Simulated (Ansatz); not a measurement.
F4Sn (SMILES [F][Sn]([F])([F])[F]) moved off its minimum; all values from Ansatz (a program for electronic structure), cores frozen in correlated methods. Elements past Kr take the def2 small-core potentials, without spin–orbit coupling.
(charge 0, multiplicity 1)
```xyz
5

F     -0.8978    -1.5204    -0.7104
Sn     0.0024     0.0117     0.0266
F     -1.0959     1.5837    -0.0211
F      0.4993    -0.3726     1.7274
F      1.4951     0.3118    -1.0393
```

Forces at r2SCAN/def2-TZVPP (eV/Å):

```
atom      Fx      Fy      Fz
----  ------  ------  ------
F1     0.358   0.807   0.395
Sn2   -1.978   0.208  -2.190
F3     0.447  -0.742   0.050
F4     0.587  -0.428   2.115
F5     0.586   0.154  -0.370
```

**Question.** Give the forces (eV/Å), the total energy and the dipole at CCSD(T)/def2-TZVPPD.

**Answer.** 
```
atom      Fx      Fy      Fz
----  ------  ------  ------
F1     0.348   0.824   0.400
Sn2   -2.057   0.217  -2.282
F3     0.445  -0.759   0.049
F4     0.621  -0.451   2.241
F5     0.644   0.169  -0.408
```
Energy -612.5543 hartree, dipole 0.52 D.
